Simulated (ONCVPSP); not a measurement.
## Potentials for Ce (Z = 58) compared

Generated with ld1.x 7.5 (TM, RRKJ, ultrasoft, PAW), atompaw 4.2 or ONCVPSP 4.0.1. The cutoff is in Ry: for ld1.x and atompaw files where the sum of valence levels is converged to 10 mRy in a Bessel basis, for ONCV files where the hardest occupied wave has 1 mHa per electron of residual kinetic energy. The error is the largest all-electron minus pseudo excitation energy over each file’s own four to seven test configurations (ionisations up to +4, promotions, holes and added fractions of an electron), all of which were solved. The labels leave out finer settings (local radius, basis sizes, second energies), which also bear on the numbers. Spin-polarised tests are not counted. The rows are a selection from randomly drawn settings: files with unsolved tests, undetermined cutoffs or missed reference levels are left out.

A true bound ghost makes a file unfit for plane-wave use even where its test errors are small: the radial tests pick states by their node count and pass the ghost by.

```csv
potential,cutoff (Ry),largest error (meV),bound ghosts
"ONCV, PBEsol, scalar-relativistic, rc 2.90/2.30/3.40/1.40 (spdf), local f, core correction yes, reference 4f1 5s2 5p6 5d1 6s2, qcut 4.7/6.1/5.2/14.8, projectors 2/3/2/0",154,-48,"s, p"
"ONCV, PBEsol, scalar-relativistic, rc 2.30/2.70/4.00/1.00 (spdf), local smoothed, core correction yes, reference 4f1 5s2 5p6 5d2 6s1, qcut 4.1/4.5/4.2/18.9, projectors 2/2/3/2",260,+2.2,"s, p"
"ONCV, PBEsol, scalar-relativistic, rc 2.90/3.00/2.75/1.85 (spdf), local smoothed, core correction yes, reference 4f1 5s2 5p6 5d1.5 6s1.5, qcut 3.4/4.7/3.7/9.5, projectors 2/2/2/2",74,+3.9,s
"ONCV, PBE, scalar-relativistic, rc 2.30/1.70/3.35/1.00 (spdf), local smoothed, core correction yes, reference 4f1 5s2 5p6 5d1 6s1.75, qcut 4.7/4.9/4.4/15.2, projectors 2/3/2/2",208,-9.1,s
"ONCV, LDA (Perdew-Zunger), fully relativistic, rc 2.70/3.45/2.40/1.90 (spdf), local smoothed, core correction no, reference 4f1 5s2 5p6 5d1 6s1 6p1, qcut 4.2/4/4.5/7.8, projectors 2/2/2/1",56,-1.7,s
```

(1) Fill in the row for Ce: ONCV, Wu-Cohen, scalar-relativistic, rc 2.90/2.35/3.05/1.00 (spdf), local f, core correction yes, reference 4f1 5s2 5p6 5d1 6s0.5, qcut 5.1/6.8/5.4/16.6, projectors 2/2/2/0.

(2) Fill in the row for Ce: ONCV, PBEsol, scalar-relativistic, rc 2.20/2.35/4.00/1.75 (spdf), local smoothed, core correction yes, reference 4f1 5s2 5p6 5d1 6s1, qcut 6.4/5.5/3.7/8.9, projectors 2/1/2/2.

Results:

(1) cutoff 222 Ry, largest error +2.0 meV, bound ghosts: s, p, d.

(2) cutoff 73 Ry, largest error +68 meV, bound ghosts: none.
